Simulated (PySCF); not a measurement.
As2.
SMILES: `[As]#[As]`

The calculation used PBE/def2-SVPD geometry optimisation, gas phase (PySCF 2.14.0).

Masses are those of the commonest isotopes; rigid-rotor values at the optimised geometry. 

Question: What are the moment of inertia and the rotational constant?

Answer: I = 168.687 u·Å², B = 505379 MHz·u·Å²/I = 2996 MHz (0.0999 cm⁻¹, or 0.144 K as hB/k). For two atoms I = μr² with μ = 37.4608 u and r = 2.1220 Å.

Question: List the first levels of a rigid rotor in a Σ state.

Answer: E(J) = BJ(J+1): J = 1: 0.200, J = 2: 0.600, J = 3: 1.199, J = 4: 1.999, J = 5: 2.998, J = 6: 4.197 cm⁻¹.

Question: Has it a pure rotational spectrum?

Answer: Not by electric dipole: D∞h allows no dipole (computed 0.00 D). Rotational Raman lines (ΔJ = 2) lie at B(4J + 6), spaced by 4B = 0.400 cm⁻¹, with nuclear-spin weights that differ between even and odd J.

Question: Estimate the classical rotational partition function at 25 K, 50 K and 200 K.

Answer: Point group D∞h, symmetry number σ = 2; q = kT/(σhB), k/h = 20836.6 MHz/K: 86.9 at 25 K, 174 at 50 K, 695 at 200 K.

PBE/def2-SVPD frequencies: not computed here. Constants of a rigid frame at the computed geometry: no zero-point averaging, no centrifugal distortion.
